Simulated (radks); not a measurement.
Mo III, configuration [Ar] 3d10 4s1.75 4p6 4d4 5d0.25 (fractional occupations, a model configuration). Method: Dirac Kohn-Sham, LDA (Slater exchange, Perdew-Wang correlation), spin-unpolarised, spherical densities, point nucleus; open shells fill j = l - 1/2 first; computed with a radial shooting solver on a logarithmic mesh with Libxc functionals.

Unscreened Slater integrals over Kohn-Sham orbitals (cm^-1). Large and small components are both included. Empty in this configuration: 4d5/2.

integral,value
"F0(5d3/2,5d3/2)",37598
"F2(5d3/2,5d3/2)",20145
"F0(5d3/2,4d3/2)",48672
"F2(5d3/2,4d3/2)",10349
"G0(5d3/2,4d3/2)",3127.5
"G2(5d3/2,4d3/2)",3618.1
"F0(5d3/2,4p3/2)",50191
"F2(5d3/2,4p3/2)",8317.9
"G1(5d3/2,4p3/2)",5397.3
"G3(5d3/2,4p3/2)",3665.3
"F0(5d3/2,4p1/2)",50303
"G1(5d3/2,4p1/2)",5530.4
"F0(5d3/2,4d5/2)",48625
"F2(5d3/2,4d5/2)",10419
"G2(5d3/2,4d5/2)",3616.0
"G4(5d3/2,4d5/2)",2850.1
"F0(4d3/2,4d3/2)",118250
"F2(4d3/2,4d3/2)",59000
"F0(4d3/2,4p3/2)",134790
"F2(4d3/2,4p3/2)",65325
"G1(4d3/2,4p3/2)",81204
"G3(4d3/2,4p3/2)",49365
"F0(4d3/2,4p1/2)",135900
"G1(4d3/2,4p1/2)",80290
"F0(4d3/2,4d5/2)",117730
"F2(4d3/2,4d5/2)",58742
"G2(4d3/2,4d5/2)",58724
"G4(4d3/2,4d5/2)",38237
"F0(4p3/2,4p3/2)",160630
"F2(4p3/2,4p3/2)",84225
"F0(4p3/2,4p1/2)",162580
"G2(4p3/2,4p1/2)",85083
"F0(4p3/2,4d5/2)",134010
"F2(4p3/2,4d5/2)",64729
"G1(4p3/2,4d5/2)",80231
"G3(4p3/2,4d5/2)",48763
"F0(4p1/2,4p1/2)",164620
"F0(4p1/2,4d5/2)",135100
"G3(4p1/2,4d5/2)",48132
"F0(4d5/2,4d5/2)",117220
"F2(4d5/2,4d5/2)",58494
"F4(4d5/2,4d5/2)",38084
